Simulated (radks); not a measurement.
Spherical quantum dot in the effective-mass picture: electrons in a hard-walled sphere of radius 2.28, all in effective atomic units (hartree* = m*/eps^2 hartree, bohr* = eps/m* bohr), one dielectric constant everywhere. Calculated with a radial shooting solver with Libxc functionals: non-relativistic Kohn-Sham, LDA (Slater exchange, Perdew-Wang correlation), spin-polarised, spherical densities. Levels are named by radial order and angular momentum (1s, 1p, 1d, 2s, ...), and open shells are averaged over m.

N = 13, configuration 1s2 1p6 1d(up 5, down 0). This is the lowest configuration that the search found. Occupied and some empty levels:

level,occupation,eigenvalue (hartree*),<r> (bohr*)
1s up,1,8.5012,1.360
1s down,1,8.6408,1.349
1p up,3,9.1791,1.480
1p down,3,9.3323,1.476
1d up,5,10.208,1.563
1d down,0,10.367,1.562
2s up,0,11.482,1.065
1f up,0,11.539,1.626
2s down,0,11.563,1.068
1f down,0,11.701,1.626
2p up,0,13.293,1.207
2p down,0,13.392,1.206

Energy (hartree*): total 74.7357, kinetic 31.226, external 0, Hartree 51.472, exchange-correlation -7.9621.

Electron density:

r (bohr*),n(r) (e/bohr*^3)
0.118,0.09015
0.232,0.1014
0.345,0.1207
0.459,0.1488
0.573,0.1863
0.686,0.2334
0.800,0.2889
0.914,0.3503
1.03,0.4128
1.14,0.4701
1.25,0.5132
1.37,0.5327
1.48,0.5207
1.60,0.4725
1.71,0.3915
1.82,0.2865
1.94,0.1763
2.05,0.08242
2.16,0.02072
2.28,0.00003944
